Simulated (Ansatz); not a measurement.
Consider the formal exchange of groups at a C–C bond: `CCCCCCCCC` + CH₃OH → `CCCCCCCCO` + `CC`.

Program: Ansatz. Geometries: PBE0-D4/def2-TZVP. ΔE: electronic, gas phase. CBS: MP2 limit from def2 TZ/QZ plus the TZ coupled-cluster correction, frozen cores. This one scheme is used for every species. DFT in def2-TZVPP. B3LYP here is the variant with VWN-RPA as its local correlation; programs differ in this. Each species was taken in one conformer, which may not be the lowest.

```
             level  ΔE (kJ/mol)  difference from CCSD(T)/CBS
            PBE-D4        -22.1                         -2.2
         r2SCAN-D4        -23.4                         -3.5
           PBE0-D4        -21.6                         -1.7
          B3LYP-D4        -21.2                         -1.3
           ωB97X-V        -21.4                         -1.5
           ωB97M-V        -21.1                         -1.2
            B2PLYP        -25.3                         -5.4
               PBE        -27.1                         -7.2
            r2SCAN        -25.4                         -5.5
              PBE0        -26.3                         -6.4
             B3LYP        -28.6                         -8.7
     HF/def2-TZVPP        -29.1                         -9.2
    MP2/def2-TZVPP        -18.9                          1.0
SCS-MP2/def2-TZVPP        -20.1                         -0.2
   CCSD/def2-TZVPP        -21.0                         -1.1
CCSD(T)/def2-TZVPP        -20.1                         -0.2
     HF/def2-QZVPP        -28.7                         -8.8
    MP2/def2-QZVPP        -18.6                          1.3
SCS-MP2/def2-QZVPP        -20.0                         -0.1
      HF/CBS(def2)        -28.6                         -8.7
     MP2/CBS(def2)        -18.6                          1.3
    CCSD/CBS(def2)        -20.8                         -0.9
       CCSD(T)/CBS        -19.9                            0
```

Largest T1 diagnostic among the species: 0.009.

The D4 term adds +7.5 kJ/mol with B3LYP and +4.7 kJ/mol with PBE0; it sums over pairs of atoms, weighted by their polarisabilities, and B3LYP, whose exchange is more repulsive, gets the larger term. In def2-TZVPP, CCSD(T) changes the Hartree–Fock value by +9.0 kJ/mol (the triples alone add +0.9 kJ/mol) and MP2 by +10.2 kJ/mol.
